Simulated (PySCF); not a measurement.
Radial density of Ti²⁺ (titanium, charge +2)

wB97M-V, [Ar] 3d1 4p1, one real determinant (an excited configuration). Calculation: PySCF 2.14, in def2-QZVPPD (11s6p5d3f2g, 93 functions); the non-relativistic Hamiltonian (point nucleus).

| r (bohr) | 4πr²ρ (e/bohr) | 4πr²(ρα − ρβ) |
| --- | --- | --- |
| 0.00123 | 0.1286 | 0.0000 |
| 0.00207 | 0.3506 | 0.0000 |
| 0.00348 | 0.9324 | 0.0000 |
| 0.00585 | 2.376 | 0.0000 |
| 0.00985 | 5.641 | -0.0001 |
| 0.0166 | 11.89 | -0.0001 |
| 0.0279 | 20.59 | 0.0002 |
| 0.0469 | 26.01 | 0.0026 |
| 0.0788 | 22.04 | 0.0121 |
| 0.133 | 20.57 | 0.0340 |
| 0.223 | 28.01 | 0.0646 |
| 0.375 | 16.10 | 0.2049 |
| 0.631 | 8.074 | 0.6743 |
| 1.06 | 8.879 | 0.7719 |
| 1.78 | 1.866 | 0.4314 |
| 3.00 | 0.4507 | 0.4306 |
| 5.05 | 0.08607 | 0.0860 |
| 8.49 | 0.0008028 | 0.0008 |

⟨L²⟩ = 8.00 against 12 for a pure F term, so this real determinant mixes terms.
